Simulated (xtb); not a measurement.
CH5InOS2, SMILES C[O][In]([SH])[SH]. All values are semi-empirical tight-binding results from xtb (GFN2-xTB unless named), good for trends rather than for accurate numbers. Coordinates come from a GFN2-xTB optimisation. The structure was generated by enumeration; whether it is a known compound was not checked. One conformer was computed; it need not be the lowest.

Optimised geometry:

Bonded distances (Å): In1–O2 2.007, In1–S7 2.445, In1–S9 2.417, O2–C3 1.402, C3–H4 1.098, C3–H5 1.095, C3–H6 1.098, S7–H8 1.327, S9–H10 1.331. Bond angles (°): O2–In1–S7 117.0, O2–In1–S9 117.0, S7–In1–S9 126.0, In1–O2–C3 127.3, O2–C3–H4 112.3, O2–C3–H5 106.7, O2–C3–H6 112.2, H4–C3–H5 108.1, H4–C3–H6 109.1, H5–C3–H6 108.2, In1–S7–H8 90.9, In1–S9–H10 90.3.

For metal compounds this method's bond lengths and energies can be far off.

- orbital gap: 2.22 eV
- zero-point energy: 34.5 kcal/mol
- G − E(el) at 298.15 K (modified RRHO): 10.6 kcal/mol

**Question.** Give the atomic charges and the Wiberg bond orders between heavy atoms. (An estimate is asked for; the answer gives what the named calculation found.)

**Answer.** charges (e) In1 0.31, O2 -0.40, C3 0.06, H4 0.04, H5 0.06, H6 0.04, S7 -0.27, H8 0.19, S9 -0.21, H10 0.19. Bond orders In1–O2 0.88, O2–C3 1.01, In1–S7 0.83, In1–S9 0.90.
